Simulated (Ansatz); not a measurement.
A CCSD(T) single point on H$_{7}$OPSi$_{2}$ (`OP[SiH2][SiH3]`).

```yaml
crystal:
  periodic: [false, false, false]
  atoms:
    - {symbol: O, position_ang: [1.400728, 2.215129, -1.333960]}
    - {symbol: P, position_ang: [-0.058010, 1.486353, -0.998113]}
    - {symbol: Si, position_ang: [0.660404, -0.455284, -0.088712]}
    - {symbol: Si, position_ang: [-1.168420, -1.449186, 0.984866]}
    - {symbol: H, position_ang: [1.339442, 2.666706, -2.179293]}
    - {symbol: H, position_ang: [-0.314007, 2.063651, 0.280354]}
    - {symbol: H, position_ang: [1.776452, -0.244615, 0.874747]}
    - {symbol: H, position_ang: [1.140674, -1.340433, -1.184982]}
    - {symbol: H, position_ang: [-2.260388, -1.709065, 0.009322]}
    - {symbol: H, position_ang: [-1.687712, -0.550920, 2.051149]}
    - {symbol: H, position_ang: [-0.763764, -2.739237, 1.605022]}
basis:
  gaussian: {orbitals: def2-TZVPP}
correlation: {method: ccsd_t}
```

```sh
$ ansatz run in.yaml --threads 4 --pin off --events-out ev --progress --plain --max-ram 10444MiB
```

Output of Ansatz, abridged:

```
Functional definition: HF
1466 factors; integrals over basis functions are off by at most 1.2e-3 eV
mean field evaluation 1: about -27142.8696 eV, gradient 3.4e1 eV
mean field evaluation 2: about -27143.2270 eV, gradient 3.4e1 eV
mean field evaluation 4: about -27146.3400 eV, gradient 4.1e0 eV
mean field evaluation 8: about -27146.4335 eV, gradient 2.0e-1 eV
mean field evaluation 16: about -27146.4339 eV, gradient 1.3e-6 eV
mean field -27146.43391023 eV, -997.6130456871 hartree, gradient 1.3e-6 eV, S^2 0.000000; 0 other end points of the search recorded, 0 dependent functions left out
16 core orbitals not correlated: weight in the atoms' cores, before any rotation towards them, 1.000 or more for the frozen orbitals, at most 0.000 for the correlated occupied ones
reference -27146.43391023 eV, -997.6130456871 hartree; 13, 13 occupied and 226, 226 virtual orbitals, 1466 factors
second order -17.63703496 eV of doubles, -0.00000000 eV of singles
cycle   1  -18.65913104 eV  change    -1.0e0 eV  update   1.1e-1
cycle   2  -19.24125643 eV  change   -5.8e-1 eV  update   3.4e-2
cycle   3  -19.34753299 eV  change   -1.1e-1 eV  update   1.7e-2
cycle   4  -19.33792794 eV  change    9.6e-3 eV  update   4.5e-3
cycle   5  -19.33609263 eV  change    1.8e-3 eV  update   2.0e-3
cycle   6  -19.33598525 eV  change    1.1e-4 eV  update   6.1e-4
cycle   7  -19.33565250 eV  change    3.3e-4 eV  update   2.6e-4
cycle   8  -19.33565732 eV  change   -4.8e-6 eV  update   1.0e-4
cycle   9  -19.33571276 eV  change   -5.5e-5 eV  update   4.3e-5
cycle  10  -19.33570457 eV  change    8.2e-6 eV  update   1.8e-5
perturbative correction -0.73726066 eV, -0.0270938295 hartree
Total energy: -27166.50687546 eV, -998.3507135534 hartree
```

Run time 46 s (4 threads of an Intel Xeon Platinum 8488C on a shared host); peak host memory 5.1 GiB.

MP2 recovers 87.9 % of the CCSD(T) correlation energy and the triples give 3.7 %; T1 = 0.0140.
